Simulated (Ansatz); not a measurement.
Species: C₆H₁₄O, net charge 0, singlet state. 
Geometry from a B3LYP-D3(BJ)/def2-TZVP (Ansatz, a program for electronic structure) optimisation:
SMILES: CCCCCCO
```xyz
21

C      3.8070    -0.0284     0.1089
C      2.4584    -0.7376     0.0279
C      1.2737     0.2249     0.0534
C     -0.0804    -0.4745    -0.0274
C     -1.2626     0.4911     0.0037
C     -2.6062    -0.2167    -0.0872
O     -3.7154     0.6725     0.0000
H      3.9393     0.6608    -0.7287
H      3.8899     0.5535     1.0301
H      4.6351    -0.7391     0.0888
H      2.4142    -1.3380    -0.8867
H      2.3652    -1.4440     0.8592
H      1.3659     0.9328    -0.7781
H      1.3163     0.8260     0.9685
H     -0.1703    -1.1826     0.8037
H     -0.1221    -1.0745    -0.9433
H     -1.2404     1.0833     0.9231
H     -1.1743     1.2004    -0.8285
H     -2.7241    -0.9088     0.7487
H     -2.6565    -0.8093    -1.0105
H     -3.6542     1.3069    -0.7222
```

Wanted: atomisation energy (electronic, to ground-state atoms); the coupled-cluster value holds the core correlation from cc-pwCVTZ, in eV. Correlated levels leave the core frozen unless marked. UHF or UKS for open shells. No spin-orbit coupling. Non-relativistic. CBS marks a two-point X^-3 extrapolation of the correlation energy; Hartree-Fock from the larger set. [CCSD(T)-MP2]/basis is that difference in the basis named.

Level to compare with: RI-MP2/CBS(aug-cc-pVTZ,aug-cc-pVQZ)+[CCSD(T)-MP2]/aug-cc-pVTZ plus the core term (Ansatz), 86.51 eV. It is a level with limits of its own, and the differences hold the functionals' basis error too.

### Question
Rank these functionals by how close they come to RI-MP2/CBS(aug-cc-pVTZ,aug-cc-pVQZ)+[CCSD(T)-MP2]/aug-cc-pVTZ, closest first: LC-wPBE/def2-TZVPD (Ansatz); revPBE/def2-TZVPD (Ansatz); SVWN5/def2-TZVPD (Ansatz).

### Answer
LC-wPBE/def2-TZVPD (range-separated hybrid, 86.01 eV, difference -0.50), revPBE/def2-TZVPD (GGA, 84.41 eV, difference -2.10), SVWN5/def2-TZVPD (LDA, 97.86 eV, difference 11.35)
